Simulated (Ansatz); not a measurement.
Ansatz (a program for electronic structure) input (B3LYP-D3(BJ)/def2-TZVP):

Ansatz 0.2 input:
```yaml
crystal:
  periodic: [false, false, false]
  atoms:
    - {symbol: I, position_ang: [-0.00000000, -0.00000000, -1.30342046]}
    - {symbol: I, position_ang: [0.00000000, 0.00000000, 1.30342046]}
basis:
  gaussian:
    orbitals: def2-TZVP
hamiltonian:
  xc: b3lyp
  dispersion: d3bj
total_charge: 1
magnetization: {spin_polarized: true, initial_magnetization: 1}
phonons: {temperatures: {t_min: 298.15, t_max: 298.15, t_step: 100}}
```

Output:

```
Functional definition: B3LYP
integrals: 0.03 GiB planned
822 factors; their error is unknown
mean field: 0.43 GiB planned
mean field evaluation 1: about -16197.3949 eV, gradient 1.1e1 eV
mean field evaluation 2: about -16197.3483 eV, gradient 1.5e1 eV
mean field evaluation 4: about -16197.9137 eV, gradient 4.0e-1 eV
mean field evaluation 8: about -16198.3631 eV, gradient 1.3e-2 eV
mean field evaluation 16: about -16198.2258 eV, gradient 4.9e0 eV
mean field -16198.36310646 eV, -595.2788645175 hartree, gradient 1.3e-5 eV, S^2 0.753035; 2 other end points of the search recorded, 0 dependent functions left out
the calculation of the forces begins
reference -16198.36329383 eV, -595.2788714034 hartree; 25, 24 occupied and 75, 76 virtual orbitals, 822 factors
these checks for a lower state are left out or cut short: stability, starts, cluster_reference, orbital_swaps, neighbouring_geometries, increment
integrals: 0.03 GiB planned
822 factors; their error is unknown
mean field: 0.43 GiB planned
mean field evaluation 32: about -16198.3631 eV, gradient 1.3e-6 eV
mean field -16198.36310647 eV, -595.2788645178 hartree, gradient 1.4e-6 eV, S^2 0.753035; 0 other end points of the search recorded, 0 dependent functions left out
the calculation of the forces begins
reference -16198.36329384 eV, -595.2788714037 hartree; 25, 24 occupied and 75, 76 virtual orbitals, 822 factors
these checks for a lower state are left out or cut short: stability, starts, cluster_reference, orbital_swaps, neighbouring_geometries, increment
integrals: 0.03 GiB planned
822 factors; their error is unknown
mean field: 0.43 GiB planned
mean field -16198.36310647 eV, -595.2788645178 hartree, gradient 1.4e-6 eV, S^2 0.753035; 0 other end points of the search recorded, 0 dependent functions left out
the calculation of the forces begins
reference -16198.36329384 eV, -595.2788714037 hartree; 25, 24 occupied and 75, 76 virtual orbitals, 822 factors
these checks for a lower state are left out or cut short: stability, starts, cluster_reference, orbital_swaps, neighbouring_geometries, increment
integrals: 0.03 GiB planned
822 factors; their error is unknown
mean field: 0.43 GiB planned
mean field -16198.36310647 eV, -595.2788645178 hartree, gradient 1.3e-6 eV, S^2 0.753035; 0 other end points of the search recorded, 0 dependent functions left out
the calculation of the forces begins
reference -16198.36329384 eV, -595.2788714037 hartree; 25, 24 occupied and 75, 76 virtual orbitals, 822 factors
these checks for a lower state are left out or cut short: stability, starts, cluster_reference, orbital_swaps, neighbouring_geometries, increment
integrals: 0.03 GiB planned
822 factors; their error is unknown
mean field: 0.43 GiB planned
mean field -16198.36310647 eV, -595.2788645178 hartree, gradient 1.3e-6 eV, S^2 0.753035; 0 other end points of the search recorded, 0 dependent functions left out
the calculation of the forces begins
reference -16198.36329384 eV, -595.2788714037 hartree; 25, 24 occupied and 75, 76 virtual orbitals, 822 factors
these checks for a lower state are left out or cut short: stability, starts, cluster_reference, orbital_swaps, neighbouring_geometries, increment
integrals: 0.03 GiB planned
822 factors; their error is unknown
mean field: 0.43 GiB planned
mean field evaluation 64: about -16198.3630 eV, gradient 1.6e-6 eV
mean field -16198.36304673 eV, -595.2788623226 hartree, gradient 1.6e-6 eV, S^2 0.753036; 0 other end points of the search recorded, 0 dependent functions left out
the calculation of the forces begins
reference -16198.36323409 eV, -595.2788692077 hartree; 25, 24 occupied and 75, 76 virtual orbitals, 822 factors
these checks for a lower state are left out or cut short: stability, starts, cluster_reference, orbital_swaps, neighbouring_geometries, increment
integrals: 0.03 GiB planned
822 factors; their error is unknown
mean field: 0.43 GiB planned
mean field -16198.36308256 eV, -595.2788636392 hartree, gradient 1.7e-6 eV, S^2 0.753033; 0 other end points of the search recorded, 0 dependent functions left out
the calculation of the forces begins
reference -16198.36326996 eV, -595.2788705259 hartree; 25, 24 occupied and 75, 76 virtual orbitals, 822 factors
Total energy: -16198.47592309 eV, -595.2830104523 hartree
Atom 0 at    -0.000000    -0.000000    -1.303420 Å, force    -0.000000    -0.000000     0.000004 eV/Å
Atom 1 at     0.000000     0.000000     1.303420 Å, force     0.000000     0.000000    -0.000004 eV/Å
Dipole moment:     0.000000     0.000000    -0.000000 e Å
Vibrations: 239.60 cm⁻¹, zero-point energy 0.014853 eV
```
